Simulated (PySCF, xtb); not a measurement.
Si(F)2(Cl)(Et) (C₂H₅ClF₂Si), SMILES CC[Si](F)(F)Cl.

GFN2-xTB in xtb 6.7.1 at its own geometry gives an orbital gap of 7.06 eV and a dipole moment of 2.53 D.

Coordinates come from a r2SCAN-D4/def2-SVP optimisation. Other conformers were not sampled.

Task: What does B3LYP/def2-TZVP (PySCF) give? (An estimate is asked for; the answer gives what the named calculation found.)

Result: gap 9.45 eV (levels -9.10 and 0.34 eV), dipole 2.52 D.
